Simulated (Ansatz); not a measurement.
`[F][Sn-]1[O]C=CC=[O+]1`. Charge 0, multiplicity 1. Sn: def2 effective core potential.

Z-matrix (Å, degrees):
```
Sn
O 1 2.162
O 1 2.162 2 84.3
F 1 1.949 2 89.5 3 -89.5
C 2 1.263 1 126.1 3 17.7
C 3 1.263 1 126.1 2 -17.7
C 5 1.390 2 127.8 1 -11.9
H 5 1.097 2 115.2 1 169.3
H 6 1.097 3 115.2 1 -169.3
H 7 1.081 5 117.7 2 -179.9
```

What are the harmonic wavenumbers in cm⁻¹ at PBE0-D4/def2-TZVP (Ansatz, finite differences of forces, unscaled)? (Estimate.)

Computed: 72, 131, 182, 233, 247, 304, 389, 418, 520, 573, 804, 928, 1011, 1027, 1052, 1163, 1372, 1417, 1502, 1558, 1690, 3063, 3064, 3233.

Is this a minimum?

Yes, all 24 modes are real.

Give the ideal-gas thermochemistry at 298.15 K and 1 bar (rigid rotor, harmonic oscillator; point group Cs, symmetry number 1).

Zero-point energy 155.2 kJ/mol; H(298) − E = 177.6 kJ/mol; entropy 370.9 J/(mol·K), of which translation 175.5, rotation 120.0, vibration 75.5; G(298) − E = 67.0 kJ/mol. Modes under 100 cm⁻¹ are hindered rotations or soft bends, so the harmonic entropy is rough.

And at 400, 500, 600, 800 and 1000 K?


| T (K) | H − E (kJ/mol) | S (J/mol/K) | G − E (kJ/mol) |
| --- | --- | --- | --- |
| 400 | 190.1 | 406.8 | 27.4 |
| 500 | 204.0 | 437.9 | -14.9 |
| 600 | 219.4 | 465.9 | -60.1 |
| 800 | 253.4 | 514.6 | -158.3 |
| 1000 | 290.4 | 555.9 | -265.5 |

Rotational constants (cm⁻¹)?

0.09467, 0.04429, 0.03937.
